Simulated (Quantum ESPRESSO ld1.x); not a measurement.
Values are calculated unless marked as measured or tabulated.
Task: The aim is neutral gadolinium in [Xe] 4f7 5d1 6s2. This ld1.x (Quantum ESPRESSO 7.5) run was made with `OMP_NUM_THREADS=1 ld1.x < ld1.in > ld1.out`. Can the result be used? Name any fault.

```
 &input
    zed=64.0,
    iswitch=1,
    rel=2,
    dft='PW',
    config='[Zn] 4f7 5d1 6s2',
    lsmall=.true.,
    prefix='ld1',
    max_out_wfc=37,
    file_charge='ld1.rho',
 /
```

Output (excerpt):

```
     Program LD1 v.7.5 starts

 %%%%%%%%%%%%%%%%%%%%%%%%%%%%%%%%%%%%%%%%%%%%%%%%%%%%%%%%%%%%%%%%%%%%%%%%%%%%%%
     Error in routine el_config (1):
     wrong core: Zn
 %%%%%%%%%%%%%%%%%%%%%%%%%%%%%%%%%%%%%%%%%%%%%%%%%%%%%%%%%%%%%%%%%%%%%%%%%%%%%%

     stopping ...
```

Result: No (refused). The line at issue: config='[Zn] 4f7 5d1 6s2'. The program stops in el_config with "wrong core: Zn": the cores known are He, Ne, Ar, Kr, Xe, Hg and Rn. The sound input gives -11272.62 hartree.
